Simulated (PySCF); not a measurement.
PySCF 2.14 output of an unrestricted r2SCAN0 calculation on a single atom or ion in aug-cc-pVDZ-DK, with scalar relativity by spin-free X2C-1e:

```
SCF conv_tol = 1e-09
number electrons alpha = 7  beta = 5
    M. Bursch, H. Neugebauer, S. Ehlert, and S. Grimme.,  J. Chem. Phys. 156, 134105 (2022)
cycle= 1 E= -199.820072294894  delta_E= -0.000265  |g|= 0.00184  |ddm|= 0.0545
cycle= 2 E= -199.820083797413  delta_E= -1.15e-05  |g|= 0.00063  |ddm|= 0.0302
cycle= 3 E= -199.820147269324  delta_E= -6.35e-05  |g|= 0.00158  |ddm|= 0.0728
cycle= 4 E= -199.820072781195  delta_E= 7.45e-05  |g|= 6.66e-05  |ddm|= 0.115
cycle= 5 E= -199.82007269345  delta_E= 8.77e-08  |g|= 1.18e-05  |ddm|= 0.00504
cycle= 6 E= -199.820072690362  delta_E= 3.09e-09  |g|= 1.08e-06  |ddm|= 0.000835
cycle= 7 E= -199.820072690344  delta_E= 1.79e-11  |g|= 5.17e-08  |ddm|= 5.64e-05
converged SCF energy = -199.820072690344  <S^2> = 2.0000022  2S+1 = 3.0000014
```

The run itself started from symmetry-adapted Hartree-Fock orbitals and held the occupation by maximum overlap, on a logarithmic radial grid, so the iterations belong to that start.

**Question.** Which element, charge and spin multiplicity is this?

**Answer.** Mg (magnesium, neutral), multiplicity 3; the state was [Ne] 3d2, high-spin 3F determinant (an excited configuration).

The outer electron is Rydberg-like, and this basis confines it to a smaller radius and binds it less than a complete one would.
